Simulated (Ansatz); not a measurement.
System: HgBr2, charge 0, multiplicity 1. 
Coordinates optimised at B3LYP-D3(BJ)/def2-TZVP (Ansatz, an electronic-structure program):
SMILES: [Br][Hg][Br]
```xyz
3

Hg     0.0000     0.0000     0.0000
Br     0.0000     0.0000     2.4249
Br     0.0000     0.0000    -2.4249
```

Total electronic energies in hartree. Correlated levels leave the core frozen unless marked. No spin-orbit coupling. Frozen are the shells of the preceding noble gas and the d and f shells that filled before the atom's block. Past Kr the def2 sets carry scalar-relativistic core potentials. CBS(X,Y): correlation extrapolated as X^-3; Hartree-Fock from the larger set. [CCSD(T)-MP2]/basis is that difference in the basis named.

```tsv
level	program	energy (Eh)
RI-HF/def2-TZVPP	Ansatz	-5297.45125
BLYP-D4/def2-TZVPD	Ansatz + dftd4	-5301.92210
BLYP/def2-TZVPD	Ansatz	-5301.91547
B97M-V/def2-TZVPD	Ansatz	[?]
B3LYP-D3(BJ)/def2-TZVPD	Ansatz + dftd3	-5302.00312
HSE06-D4/def2-TZVPD	Ansatz + dftd4	-5301.30138
LC-wPBE/def2-TZVPD	Ansatz	-5301.19604
wB97M-V/def2-TZVPD	Ansatz	[?]
B2GP-PLYP-D3(BJ)/def2-TZVPD	Ansatz + dftd3	-5300.47691
MP2/def2-SVPD	Ansatz	-5297.35794
RI-MP2/def2-QZVPPD	Ansatz	-5298.35939
RI-MP2/CBS(def2-TZVPPD,def2-QZVPPD)	Ansatz	-5298.4046
CCSD(T)/def2-TZVPP	Ansatz	-5298.21711
RI-MP2/CBS(def2-TZVPP,def2-QZVPP)+[CCSD(T)-MP2]/def2-TZVPP	Ansatz	-5298.4259
RI-MP2/CBS(def2-TZVPPD,def2-QZVPPD)+[CCSD(T)-MP2]/def2-TZVPPD	Ansatz	-5298.4261
```

Question: Some entries are withheld; supply them.

Answer: 
- B97M-V/def2-TZVPD, energy (Eh): -5300.95128
- wB97M-V/def2-TZVPD, energy (Eh): -5301.51686
